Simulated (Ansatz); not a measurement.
Ansatz (a first-principles code) input for OsO₂, SMILES [Os](=[O])=[O] (connectivity only; charge and spin as stated), neutral, multiplicity 3, PBE/def2-TZVPD. The structure is a stationary point at r2SCAN-D4/def2-TZVP. The spin state was assumed, not searched. The def2 effective core potentials stand for the cores of Os; spin–orbit coupling is left out.

Ansatz 0.2 input:
```yaml
crystal:
  periodic: [false, false, false]
  atoms:
    - {symbol: Os, position_ang: [0.00000000, 0.00000000, 0.11883256]}
    - {symbol: O, position_ang: [0.00000000, 1.54895622, -0.56445466]}
    - {symbol: O, position_ang: [0.00000000, -1.54895623, -0.56445466]}
basis:
  gaussian:
    orbitals: def2-TZVPD
hamiltonian:
  xc: {name: PBE}
magnetization: {spin_polarized: true, initial_magnetization: 2}
```

Program output:

```
WARN ansatz: RAYON_NUM_THREADS=1 ignored (pool sized by the plan → 1); use --threads N
Functional definition: PBE
integrals: 0.04 GiB planned
741 factors; their error is unknown
mean field: 0.41 GiB planned
mean field evaluation 1: about -6545.0841 eV, gradient 6.8e1 eV
mean field evaluation 2: about -6298.7702 eV, gradient 2.2e2 eV
mean field evaluation 4: about -6559.1489 eV, gradient 1.8e1 eV
mean field evaluation 8: about -6560.4526 eV, gradient 1.5e-1 eV
mean field evaluation 16: about -6560.4447 eV, gradient 1.8e-3 eV
mean field evaluation 32: about -6560.4228 eV, gradient 2.1e0 eV
mean field -6560.44466669 eV, -241.0918946716 hartree, gradient 5.0e-6 eV, S^2 2.004433; 5 other end points of the search recorded, 0 dependent functions left out
reference -6560.44471488 eV, -241.0918964427 hartree; 17, 15 occupied and 106, 108 virtual orbitals, 741 factors
Total energy: -6560.44471488 eV, -241.0918964427 hartree
```

The run converged.
